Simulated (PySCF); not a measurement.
PySCF job for CH₇F₂NSi₂, SMILES F[Si](C)([SiH2]N)F, IEF-PCM-B3LYP/def2-SVP. Geometry optimised at ωB97X-D3(BJ)/def2-SVP. The structure was generated by enumeration, and PubChem lists no compound with its InChIKey, so it may never have been made. Other conformers were not sampled.

```python
import numpy as np
from pyscf import gto, scf, dft
from pyscf.solvent import pcm

mol = gto.M(
    atom='''
    C     1.91424074   -0.88745101    0.58776470
    Si    0.64924648    0.35128963    0.03792203
    F     1.34754498    1.41718914   -0.97594774
    F     0.17490429    1.21298415    1.34332780
    Si   -1.30073395   -0.54834753   -0.84787714
    N    -2.06674586   -1.21823270    0.56489911
    H     1.43931254   -1.62888682    1.25015027
    H     2.73566776   -0.39971817    1.13619871
    H     2.33884735   -1.42092333   -0.27748964
    H    -2.07183281    0.48561184   -1.61122267
    H    -1.00143966   -1.66095933   -1.79752183
    H    -2.88123403   -1.81716836    0.47209338
    H    -2.15876357   -0.61836995    1.37986085
    ''',
    basis='def2-SVP',
    charge=0,
    spin=0,
    max_memory=1600,
    verbose=3,
)
mf = dft.RKS(mol, xc='b3lyp').density_fit(auxbasis='def2-universal-jkfit')
mf.grids.level = 3
mf.conv_tol = 1e-9
mf.max_cycle = 100
mf.kernel()
res = {}
for name, eps in {'water': 78.355, '1-octanol': 9.8629, 'ethanol': 24.852}.items():
    s = mf.PCM()
    s.with_solvent.method, s.with_solvent.eps, s.with_solvent.lebedev_order = 'IEF-PCM', eps, 29
    s.kernel(mf.make_rdm1())
    res[name] = (s.e_tot, eps, s.dip_moment(), s.mo_energy, s.converged)
    print(f'{name}: electrostatic solvation free energy {(s.e_tot - mf.e_tot) * 627.509474:.3f} kcal/mol')
```

Log of the run:

```
converged SCF energy = -875.525201848658

WARN: PCM is an experimental feature. It is still in testing.
Features and APIs may be changed in the future.

converged SCF energy = -875.533211145374
Dipole moment(X, Y, Z, Debye): -1.18948, -2.60258,  0.74174
water: electrostatic solvation free energy -5.026 kcal/mol

WARN: PCM is an experimental feature. It is still in testing.
Features and APIs may be changed in the future.

converged SCF energy = -875.53214849703
Dipole moment(X, Y, Z, Debye): -1.17062, -2.54444,  0.72009
1-octanol: electrostatic solvation free energy -4.359 kcal/mol

WARN: PCM is an experimental feature. It is still in testing.
Features and APIs may be changed in the future.

converged SCF energy = -875.532870001292
Dipole moment(X, Y, Z, Debye): -1.18348, -2.58399,  0.73488
ethanol: electrostatic solvation free energy -4.812 kcal/mol
```

Self-consistency was reached.

Cost: very roughly 120 core-seconds.
